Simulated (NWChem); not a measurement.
Everything below was run with NWChem. System: stibine (H3Sb), charge 0, spin multiplicity 1, at a geometry optimised with B3LYP/def2-SVP with def2 effective core potentials on Sb. Level: PBE/def2-SVP with def2 effective core potentials on Sb.

The NWChem input:

```
start mol
memory heap 200 mb stack 900 mb global 1100 mb
geometry units angstroms nocenter noautoz
  Sb     0.000552     0.054131     0.000000
  H     -0.720255    -0.912955     1.231318
  H     -0.720255    -0.912955    -1.231318
  H      1.412339    -0.934769     0.000000
  symmetry group Cs
end
basis spherical
  * library def2-svp
end
ecp
  Sb library def2-ecp
end
dft
  xc xpbe96 cpbe96
  semidirect memsize 60000000 filesize 0
  iterations 100
end
task dft energy
```

NWChem printed:

```
             Northwest Computational Chemistry Package (NWChem) 7.3.0
             --------------------------------------------------------

                                NWChem Input Module
                                -------------------

 Scaling coordinates for geometry "geometry" by  1.889725989
 (inverse scale =  0.529177249)

 Turning off AUTOSYM since
 SYMMETRY directive was detected!

                             Geometry "geometry" -> ""
                             -------------------------

 Output coordinates in angstroms (scale by  1.889725989 to convert to a.u.)

  No.       Tag          Charge          X              Y              Z
 ---- ---------------- ---------- -------------- -------------- --------------
    1 Sb                  51.0000     0.00055200     0.05413100     0.00000000
    2 H                    1.0000    -0.72025500    -0.91295500     1.23131800
    3 H                    1.0000    -0.72025500    -0.91295500    -1.23131800
    4 H                    1.0000     1.41233900    -0.93476900     0.00000000

 Effective nuclear repulsion energy (a.u.)      47.6169136943

            Nuclear Dipole moment (a.u.)
            ----------------------------
        X                 Y               Z
 ---------------- ---------------- ----------------
    -0.0000359048     0.0000037795     0.0000000000

      Symmetry information
      --------------------

 Group name             Cs
 Group number              2
 Group order               2
 No. of unique centers     3

      Symmetry unique atoms

     1    2    4


 Summary of "ao basis" -> "" (spherical)
 ------------------------------------------------------------------------------
       Tag                 Description            Shells   Functions and Types
 ---------------- ------------------------------  ------  ---------------------
 *                          def2-svp                  on all atoms

 Summary of "ao basis" -> "ao basis" (spherical)
 ------------------------------------------------------------------------------
       Tag                 Description            Shells   Functions and Types
 ---------------- ------------------------------  ------  ---------------------
 Sb                         def2-svp                10       26   4s4p2d
 H                          def2-svp                 3        5   2s1p

 Summary of "ao basis" -> "ao basis" (spherical)
 ------------------------------------------------------------------------------
       Tag                 Description            Shells   Functions and Types
 ---------------- ------------------------------  ------  ---------------------
 Sb                         def2-svp                10       26   4s4p2d
 H                          def2-svp                 3        5   2s1p

      Symmetry analysis of basis
      --------------------------

        a'         27
        a"         14

            General Information
            -------------------
          SCF calculation type: DFT
          Wavefunction type:  closed shell.
          No. of atoms     :     4
          No. of electrons :    26
           Alpha electrons :    13
            Beta electrons :    13
          Charge           :     0
          Spin multiplicity:     1
          Use of symmetry is: on ; symmetry adaption is: on
          Maximum number of iterations: 100
          AO basis - number of functions:    41
                     number of shells:    19
          Convergence on energy requested:  1.00D-06
          Convergence on density requested:  1.00D-05
          Convergence on gradient requested:  5.00D-04

              XC Information
              --------------
          PerdewBurkeErnzerhof Exchange Functional  1.000
            Perdew 1991 LDA Correlation Functional  1.000 local
           PerdewBurkeErnz. Correlation Functional  1.000 non-local

             Grid Information
             ----------------
          Grid used for XC integration:  medium
          Radial quadrature: Mura-Knowles
          Angular quadrature: Lebedev.
          Tag              B.-S. Rad. Rad. Pts. Rad. Cut. Ang. Pts.
          ---              ---------- --------- --------- ---------
          Sb                  1.45      123           7.0       590
          H                   0.35       45           8.0       434
          Grid pruning is: on
          Number of quadrature shells:   213
          Spatial weights used:  Erf1

          Convergence Information
          -----------------------
          Convergence aids based upon iterative change in
          total energy or number of iterations.
          Levelshifting, if invoked, occurs when the
          HOMO/LUMO gap drops below (HL_TOL):  1.00D-02
          DIIS, if invoked, will attempt to extrapolate
          using up to (NFOCK): 10 stored Fock matrices.

                    Damping( 0%)  Levelshifting(0.5)       DIIS
                  --------------- ------------------- ---------------
          dE  on:    start            ASAP                start
          dE off:    2 iters        100 iters           100 iters

      Screening Tolerance Information
      -------------------------------
          Density screening/tol_rho:  1.00D-10
          AO Gaussian exp screening on grid/accAOfunc:  14
          CD Gaussian exp screening on grid/accCDfunc:  20
          XC Gaussian exp screening on grid/accXCfunc:  20
          Schwarz screening/accCoul:  1.00D-08

      Superposition of Atomic Density Guess
      -------------------------------------

 Sum of atomic energies:        -279.11015138

      Non-variational initial energy
      ------------------------------

 Total energy =    -240.739927
 1-e energy   =    -464.240841
 2-e energy   =     201.672695
 HOMO         =      -0.285008
 LUMO         =       0.051024

      Symmetry analysis of molecular orbitals - initial
      -------------------------------------------------

  Numbering of irreducible representations:

     1 a'          2 a"

  Orbital symmetries:

     1 a'          2 a"          3 a'          4 a'          5 a'
     6 a"          7 a"          8 a'          9 a'         10 a'
    11 a'         12 a"         13 a'         14 a'         15 a"
    16 a'         17 a'         18 a"         19 a'         20 a'
    21 a'         22 a"         23 a'

------------------------------------------------------------
EAF file 0: "./mol.aoints.0" size=524288 bytes
------------------------------------------------------------
               write      read    awrite     aread      wait
               -----      ----    ------     -----      ----
     calls:        1         0         0         0         0
   data(b): 5.24e+05  0.00e+00  0.00e+00  0.00e+00
   time(s): 0.00e+00  0.00e+00  0.00e+00  0.00e+00  0.00e+00
rate(mb/s): 0.00e+00  0.00e+00
------------------------------------------------------------

   convergence    iter        energy       DeltaE   RMS-Dens  Diis-err    time
 ---------------- ----- ----------------- --------- --------- ---------  ------
 d= 0,ls=0.0,diis     1   -241.9904371887 -2.64D+02  1.66D-02  6.75D-02     0.4
 d= 0,ls=0.0,diis     2   -242.0019292363 -1.15D-02  5.04D-03  8.07D-03     0.5
 d= 0,ls=0.0,diis     3   -242.0035750914 -1.65D-03  1.24D-03  1.60D-03     0.5
 d= 0,ls=0.0,diis     4   -242.0037982607 -2.23D-04  6.74D-05  7.83D-06     0.6
 d= 0,ls=0.0,diis     5   -242.0037986967 -4.36D-07  2.63D-05  6.16D-07     0.7
 d= 0,ls=0.0,diis     6   -242.0037988194 -1.23D-07  4.25D-06  1.59D-08     0.7

         Total DFT energy =     -242.003798819449
      One electron energy =     -465.103610453769
           Coulomb energy =      221.687415026087
    Exchange-Corr. energy =      -20.415821813925
 Nuclear repulsion energy =       21.828218422158

 Numeric. integr. density =       25.999999675357

     Total iterative time =      0.5s

                  Occupations of the irreducible representations
                  ----------------------------------------------

                     irrep           alpha         beta
                     --------     --------     --------
                     a'                9.0          9.0
                     a"                4.0          4.0

                       DFT Final Molecular Orbital Analysis
                       ------------------------------------

 Vector   11  Occ=2.000000D+00  E=-3.030975D-01  Symmetry=a"
              MO Center= -4.4D-01, -5.5D-01,  3.5D-10, r^2= 2.5D+00
   Bfn.  Coefficient  Atom+Function         Bfn.  Coefficient  Atom+Function
  ----- ------------  ---------------      ----- ------------  ---------------
    13      0.397005  1 Sb pz                27      0.306778  2 H  s
    32     -0.306778  3 H  s                 16      0.197147  1 Sb pz
    28      0.182838  2 H  s                 33     -0.182838  3 H  s
    10     -0.151997  1 Sb pz                 7     -0.122777  1 Sb pz
    18      0.085202  1 Sb d -1              20     -0.057895  1 Sb d  1

 Vector   12  Occ=2.000000D+00  E=-3.030943D-01  Symmetry=a'
              MO Center=  4.3D-01, -5.6D-01, -3.5D-10, r^2= 2.5D+00
   Bfn.  Coefficient  Atom+Function         Bfn.  Coefficient  Atom+Function
  ----- ------------  ---------------      ----- ------------  ---------------
    11      0.396982  1 Sb px                37      0.354237  4 H  s
    38      0.211128  4 H  s                 14      0.197140  1 Sb px
    27     -0.177116  2 H  s                 32     -0.177116  3 H  s
     8     -0.151988  1 Sb px                 5     -0.122770  1 Sb px
    28     -0.105562  2 H  s                 33     -0.105562  3 H  s

 Vector   13  Occ=2.000000D+00  E=-2.362059D-01  Symmetry=a'
              MO Center=  1.7D-03,  1.7D-01, -7.3D-15, r^2= 2.7D+00
   Bfn.  Coefficient  Atom+Function         Bfn.  Coefficient  Atom+Function
  ----- ------------  ---------------      ----- ------------  ---------------
    12      0.444275  1 Sb py                 3      0.400947  1 Sb s
    15      0.318903  1 Sb py                 4      0.306819  1 Sb s
     1     -0.174437  1 Sb s                  9     -0.170156  1 Sb py
    27     -0.168213  2 H  s                 32     -0.168213  3 H  s
    37     -0.168210  4 H  s                  6     -0.136977  1 Sb py

 Vector   14  Occ=0.000000D+00  E=-2.853435D-02  Symmetry=a'
              MO Center=  5.0D-02, -5.3D-02,  9.0D-16, r^2= 3.9D+00
   Bfn.  Coefficient  Atom+Function         Bfn.  Coefficient  Atom+Function
  ----- ------------  ---------------      ----- ------------  ---------------
    14      0.986182  1 Sb px                38     -0.835732  4 H  s
    28      0.417827  2 H  s                 33      0.417827  3 H  s
    11      0.394507  1 Sb px                37     -0.268258  4 H  s
     8     -0.142720  1 Sb px                27      0.134120  2 H  s
    32      0.134120  3 H  s                  5     -0.113419  1 Sb px

 Vector   15  Occ=0.000000D+00  E=-2.853033D-02  Symmetry=a"
              MO Center= -5.1D-02, -5.2D-02,  3.8D-15, r^2= 3.9D+00
   Bfn.  Coefficient  Atom+Function         Bfn.  Coefficient  Atom+Function
  ----- ------------  ---------------      ----- ------------  ---------------
    16      0.986264  1 Sb pz                28     -0.723764  2 H  s
    33      0.723764  3 H  s                 13      0.394522  1 Sb pz
    27     -0.232312  2 H  s                 32      0.232312  3 H  s
    10     -0.142725  1 Sb pz                 7     -0.113423  1 Sb pz
    18     -0.107100  1 Sb d -1              20      0.092983  1 Sb d  1

 Vector   16  Occ=0.000000D+00  E= 2.035717D-02  Symmetry=a'
              MO Center= -3.9D-03, -3.8D-01,  3.1D-14, r^2= 4.7D+00
   Bfn.  Coefficient  Atom+Function         Bfn.  Coefficient  Atom+Function
  ----- ------------  ---------------      ----- ------------  ---------------
    15      1.089934  1 Sb py                 4     -0.976323  1 Sb s
    28      0.929362  2 H  s                 33      0.929362  3 H  s
    38      0.929282  4 H  s                  3     -0.788738  1 Sb s
    12      0.326257  1 Sb py                 1      0.246858  1 Sb s
     2      0.200182  1 Sb s                 27      0.131282  2 H  s

 center of mass
 --------------
 x =   0.00058475 y =   0.05737102 z =   0.00000000

 moments of inertia (a.u.)
 ------------------
          20.914683915125           0.009575095381           0.000000000000
           0.009575095381          21.826358963921           0.000000000000
           0.000000000000           0.000000000000          20.914585758082

     Multipole analysis of the density
     ---------------------------------

     L   x y z        total         alpha         beta         nuclear
     -   - - -        -----         -----         ----         -------
     0   0 0 0     -0.000000    -13.000000    -13.000000     26.000000

     1   1 0 0      0.000793      0.015018      0.015018     -0.029244
     1   0 1 0      0.081016      1.472605      1.472605     -2.864193
     1   0 0 1      0.000000      0.000000      0.000000      0.000000

     2   2 0 0    -20.602116    -15.715225    -15.715225     10.828335
     2   1 1 0     -0.015180      0.000271      0.000271     -0.015722
     2   1 0 1      0.000000      0.000000      0.000000      0.000000
     2   0 2 0    -22.088556    -15.701233    -15.701233      9.313909
     2   0 1 1      0.000000      0.000000      0.000000      0.000000
     2   0 0 2    -20.601918    -15.715207    -15.715207     10.828496

 Task  times  cpu:        0.7s     wall:        0.7s

 Total times  cpu:        0.8s     wall:        0.8s
```
